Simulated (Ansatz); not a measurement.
System: CuCl (charge -1, doublet). The spin state was set by rule; other spins were not relaxed. 
Coordinates optimised at B3LYP-D3(BJ)/def2-TZVP (Ansatz, an electronic-structure program):
```xyz
2

Cu     0.0000     0.0000    -0.8377
Cl     0.0000     0.0000     1.4290
```
Charge -1, spin multiplicity 2.

Basis-set convergence of Hartree-Fock and CCSD correlation energies (hartree) with Ansatz. Valence correlation only, unless marked. UHF or UKS for open shells. Spin-orbit coupling is left out. The frozen core is the preceding noble-gas configuration, with the filled d and f shells of earlier blocks. No relativistic terms. This anion needs diffuse functions, which these sets lack.

```csv
basis,functions,E(HF),"E(corr, CCSD)"
def2-SVP,49,-2098.10673,-0.41205
def2-TZVPP,106,-2098.51529,-0.64891
def2-QZVPP,170,…,…
```

**Question.** What belongs in the gaps?

**Answer.** 
- def2-QZVPP, E(HF): -2098.57840
- def2-QZVPP, E(corr, CCSD): -0.69456
